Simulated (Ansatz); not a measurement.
Si₂Au₂⁺. Total charge 1; doublet. Geometry r2SCAN-D4/def2-SVP, that of the neutral singlet; atoms count from 1.

| atom | x (Å) | y (Å) | z (Å) |
| --- | --- | --- | --- |
| Au1 | 1.0875 | -0.9878 | 0.9971 |
| Au2 | 0.0924 | 1.6897 | -0.5375 |
| Si3 | -1.1711 | -0.0104 | 0.7419 |
| Si4 | -0.0089 | -0.6916 | -1.2015 |

In the def2 sets Au takes a core potential; there is no spin–orbit coupling. The structure comes from a short search, and lower isomers may exist.

Q: Estimate the Mulliken populations from the PBE0/def2-TZVP orbitals of Ansatz.

A: 
| atom | charge (e) | spin (α − β) | d electrons |
| --- | --- | --- | --- |
| Au1 | 0.52 | 0.02 | 9.55 |
| Au2 | 0.52 | 0.02 | 9.55 |
| Si3 | -0.02 | 0.48 | – |
| Si4 | -0.02 | 0.48 | – |
Mulliken values depend strongly on the basis.

Q: Where does the spin sit?

A: Summed by element: Au 0.04, Si 0.96, of 1 unpaired in all. Largest on single atoms: Si3 0.48, Si4 0.48, Au1 0.02.

Q: And the Mayer bond orders between heavy atoms (over 0.3)?

A: Au1–Si3 0.77 (2.47 Å); Au1–Si4 0.77 (2.47 Å); Au2–Si3 0.77 (2.47 Å); Au2–Si4 0.77 (2.47 Å); Si3–Si4 1.21 (2.36 Å).
